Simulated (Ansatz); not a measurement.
Molecule: C₃H₁₁NOSi (charge 0, singlet). 
Structure (B3LYP-D3(BJ)/def2-TZVP (Ansatz, a program for electronic structure) minimum search):
SMILES: O([SiH2]NCC)C
```xyz
17

C     -2.3364     0.6751    -0.7948
C     -1.8819    -0.5448     0.0015
N     -0.8110    -0.2688     0.9501
Si     0.8453    -0.6441     0.7571
O      1.8046     0.4749     0.0153
C      1.6850     0.8477    -1.3441
H     -1.5147     1.0819    -1.3865
H     -3.1537     0.4162    -1.4723
H     -2.6909     1.4641    -0.1274
H     -1.5283    -1.3195    -0.6832
H     -2.7402    -0.9737     0.5298
H     -1.0841     0.3623     1.6891
H      0.8724    -1.8828    -0.0599
H      1.4575    -0.7798     2.0913
H      2.6027     1.3539    -1.6449
H      0.8450     1.5333    -1.4910
H      1.5409    -0.0243    -1.9925
```
Charge 0, spin multiplicity 1.

Quantity: atomisation energy (electronic, to ground-state atoms), in eV. Valence correlation only, unless marked. Open shells are spin-unrestricted. No spin-orbit coupling. No relativistic terms. The coupled-cluster limit lacks core correlation, which all-electron functionals hold. CBS(X,Y): correlation extrapolated as X^-3; Hartree-Fock from the larger set.

```
level                      program  atomisation energy (eV)
------------------  --------------  -----------------------
PBE-D4/def2-TZVPD   Ansatz + dftd4                    66.94
wB97M-V/def2-TZVPD          Ansatz                    66.21
```

Problem. Predict the CCSD(T)/CBS(cc-pV(T+d)Z,cc-pV(Q+d)Z) result (Ansatz).

Solution. 66.14 eV, so wB97M-V/def2-TZVPD differs from it by 0.07 eV.
